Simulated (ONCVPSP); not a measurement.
## PBE ONCV dataset for calcium (Ca), scalar-relativistic all-electron reference.

```json
{"Element": "Ca (Z = 20)", "Generator": "ONCVPSP 4.0.1", "Type": "optimised norm-conserving Vanderbilt (ONCV)", "Functional": "PBE", "Relativity": "scalar-relativistic", "Frozen core": "[Ne]", "Valence charge": "10", "Reference configuration": "3s2 3p6 4s2", "Partial waves": "3s+4s: rc 1.55 bohr, ncon 5, nbas 9, qcut 10 1/bohr, 3 projectors, debl 1.8 Ha; 3p: rc 1.95 bohr, ncon 3, nbas 6, qcut 6.5 1/bohr, 3 projectors, debl 2.6 Ha; d scattering state at 0.02 Ha: rc 1.70 bohr, ncon 4, nbas 8, qcut 5.6 1/bohr, 2 projectors, debl 3.2 Ha; f scattering state at 0.27 Ha: rc 1.75 bohr, ncon 3, nbas 7, qcut 7 1/bohr, 2 projectors, debl 2 Ha", "Local potential": "polynomial inside 1.30 bohr (lpopt 3, dvloc0 3 Ha)", "Core correction": "Teter function fitted to the true core (icmod 2), fcfact 0.4"}
```

In the d channel the program set the typed energies aside and used -0.072, 3.128 Ha.

All-electron outer shells of the reference configuration (PBE, scalar-relativistic, ld1.x):

```tsv
shell	level (eV)	outermost node (bohr)	outermost maximum (bohr)
3s	-47.09	0.45	0.99
3p	-28.01	0.42	1.04
4s	-3.77	1.43	3.42
```

Calculated quality:

- Cutoffs needed: 30 Ha and 37 Ha (the cutoffs (Ha) at which the residual kinetic energy of the hardest occupied pseudo-wave falls to 1 and 0.1 mHa per electron) The cutoffs count occupied waves only; projector 2 of the d channel, the hardest unoccupied one, needs 96 Ha at the loose tolerance.
- Ghost test: no bound ghost flagged; no localised positive-energy state flagged
- Largest excitation error: +2.1 meV (all-electron minus pseudo) for 3s2 3p6 3d0.5 4s1.5, out of 4 test configurations
- rms error of d²Exc/dni dnj: 1.20 mHa without and 0.80 mHa with the model core

Generation and tests took about 5.2 s on one core of a shared server CPU.
